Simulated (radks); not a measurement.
Spherical quantum dot in the effective-mass picture: electrons in a parabolic well V = omega^2 r^2 / 2 with omega = 2.38, with a point charge +2 (a donor) at the centre, all in effective atomic units (hartree* = m*/eps^2 hartree, bohr* = eps/m* bohr), one dielectric constant everywhere. Method: non-relativistic Kohn-Sham, PBE, spin-polarised, spherical densities; computed with a radial shooting solver with Libxc functionals. Levels are named by radial order and angular momentum (1s, 1p, 1d, 2s, ...), and open shells are averaged over m.

N = 13, configuration 1s2 1p6 1d(up 3, down 0) 2s2. This is the lowest configuration that the search found. Occupied and some empty levels:

| level | occupation | eigenvalue (hartree*) | <r> (bohr*) |
|---|---|---|---|
| 1s up | 1 | 11.219 | 0.6911 |
| 1s down | 1 | 11.264 | 0.6810 |
| 1p up | 3 | 13.643 | 1.097 |
| 1p down | 3 | 13.752 | 1.091 |
| 2s up | 1 | 14.847 | 1.145 |
| 2s down | 1 | 14.945 | 1.151 |
| 1d up | 3 | 15.524 | 1.309 |
| 1d down | 0 | 15.652 | 1.308 |
| 1f up | 0 | 17.435 | 1.471 |
| 2p up | 0 | 17.506 | 1.332 |
| 1f down | 0 | 17.562 | 1.474 |
| 2p down | 0 | 17.583 | 1.338 |
| 1g up | 0 | 19.409 | 1.610 |
| 1g down | 0 | 19.527 | 1.616 |

Energy (hartree*): total 114.713, kinetic 36.478, external 18.726, Hartree 69.292, exchange-correlation -9.7835.

Electron density:

| r (bohr*) | n(r) (e/bohr*^3) |
|---|---|
| 0.0469 | 8.488 |
| 0.224 | 4.178 |
| 0.400 | 2.194 |
| 0.577 | 1.381 |
| 0.753 | 1.087 |
| 0.930 | 0.9383 |
| 1.11 | 0.7666 |
| 1.28 | 0.5476 |
| 1.46 | 0.3320 |
| 1.64 | 0.1679 |
| 1.81 | 0.07140 |
| 1.99 | 0.02542 |
| 2.17 | 0.007605 |
| 2.34 | 0.001924 |
